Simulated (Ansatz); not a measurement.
The cluster Al4. Charge 0, multiplicity 3. Geometry r2SCAN-D4/def2-TZVP.

Cartesian coordinates in Å:
```
Al 0.4857 -0.2608 1.2994
Al 0.2798 -2.0316 -0.5124
Al -0.4850 0.2609 -1.2996
Al -0.2806 2.0314 0.5126
```

At HF/STO-3G the highest occupied level of the charge 0 triplet lies above zero (up to 0.96 eV). In Hartree–Fock with STO-3G the lack of diffuse functions raises the level. At r2SCAN0-D4/def2-TZVP the charge 0 triplet is spin-contaminated (final ⟨S²⟩ up to 2.18, 2.00 for a pure state). The structure comes from a short search, and lower isomers may exist.

**Question.** Estimate the α-spin orbital energies around the gap (eV) in Ansatz with HF/STO-3G, PBE-D4/def2-TZVP, PBE0-D4/def2-TZVP, r2SCAN0-D4/def2-TZVP, CAM-B3LYP-D4/def2-TZVP.

**Answer.** 
```tsv
orbital	HF/STO-3G	PBE-D4/def2-TZVP	PBE0-D4/def2-TZVP	r2SCAN0-D4/def2-TZVP	CAM-B3LYP-D4/def2-TZVP
HOMO−9	-74.74	-68.98	-73.81	-75.13	-74.96
HOMO−8	-74.72	-68.97	-73.77	-75.10	-74.92
HOMO−7	-74.71	-68.97	-73.77	-75.10	-74.92
HOMO−6	-12.12	-11.23	-12.86	-13.12	-14.52
HOMO−5	-8.30	-8.85	-10.09	-10.28	-11.45
HOMO−4	-7.21	-7.77	-8.97	-9.18	-10.27
HOMO−3	-4.31	-5.82	-6.45	-6.55	-7.30
HOMO−2	-0.53	-4.88	-5.65	-5.80	-6.45
HOMO−1	0.00	-4.70	-5.31	-5.48	-6.07
HOMO	0.13	-4.54	-5.28	-5.37	-6.01
LUMO	7.96	-3.66	-3.17	-3.05	-2.29
LUMO+1	9.95	-2.86	-2.29	-2.27	-1.30
LUMO+2	11.04	-2.09	-1.57	-1.57	-0.60
LUMO+3	11.56	-2.08	-1.47	-1.43	-0.39
LUMO+4	13.48	-0.71	0.05	0.22	1.12
LUMO+5	16.06	-0.38	0.23	0.43	1.16
β HOMO	0.96	-4.55	-5.17	-5.33	-5.89
β LUMO	8.35	-4.08	-3.45	-3.38	-2.46
```
